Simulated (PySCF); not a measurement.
## Electron correlation in Ti+ (titanium, charge +1)

[Ar] 3d2 4s1, high-spin 4F determinant. Computed with PySCF 2.14 in x2c-TZVPall (6s5p4d1f, 48 functions), with the spin-free X2C one-electron Hamiltonian (Gaussian nucleus). Frozen: [Ar]; 3 electrons correlated.

MP2 pair energies summed by pair of shells (mhartree):

```csv
pair,energy,share (%)
3d-4s,-5.14,57.3
3d-3d,-3.83,42.7
```

Total MP2 correlation energy: -8.97 mhartree.

Same-spin part -8.97 and opposite-spin part 0.00 mhartree; SCS-MP2 scales them by 1/3 and 6/5 to -2.99 mhartree.
